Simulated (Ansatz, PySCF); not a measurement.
The pair A = CH3F (SMILES CF) (first 5 atoms), B = H2Se (SMILES [SeH2]); geometry from B3LYP-D3(BJ)/def2-TZVP.
(charge 0, multiplicity 1):
| atom | x (Å) | y (Å) | z (Å) |
|---|---|---|---|
| C | -0.2437 | -0.0948 | -0.4001 |
| F | 0.2533 | -1.2218 | 0.2529 |
| H | 0.4933 | 0.2345 | -1.1332 |
| H | -1.1765 | -0.3645 | -0.8961 |
| H | -0.4196 | 0.6841 | 0.3418 |
| Se | -0.2646 | -0.3909 | 3.3788 |
| H | 0.2995 | 0.2842 | 4.5582 |
| H | 1.0712 | -0.6645 | 2.8352 |

Rows in 6-31G* carry no dispersion term and start afresh at each structure (6-31G* with six Cartesian d functions); the Pople sets are all-electron and without relativity. MP2/6-31G* freezes PySCF's default core, which leaves 3d correlated.

Codes used: Ansatz (Gaussian orbitals); PySCF for 6-31G* rows. Values without a source in brackets are computed.

Total energies (hartree), monomers frozen at their geometry in the pair:

```csv
structure,HF/6-31G*,PBE/def2-TZVPPD,MP2/6-31G*
AB,-2539.7296806,-2542.0364004,-2540.3001014
A in the pair's basis,-139.0356060,-139.6497320,-139.3386030
B in the pair's basis,-2400.6937747,-2402.3848380,-2400.9602272
A,-139.0338084,-139.6496995,-139.3358003
B,-2400.6937309,-2402.3847678,-2400.9598090
```

**Question.** Work out the interaction energy without and with the counterpoise correction, and the superposition error, for each level.

**Answer.** 
E(AB) − E(A) − E(B), times 627.509 kcal/mol, with the monomers in their own basis and then in the pair's basis:
- HF/6-31G*: -1.34 uncorrected, -0.19 corrected; the monomers gain 1.16 kcal/mol from borrowed functions
- PBE/def2-TZVPPD: -1.21 uncorrected, -1.15 corrected; the monomers gain 0.06 kcal/mol from borrowed functions
- MP2/6-31G*: -2.82 uncorrected, -0.80 corrected; the monomers gain 2.02 kcal/mol from borrowed functions

Ansatz is a program for electronic structure.
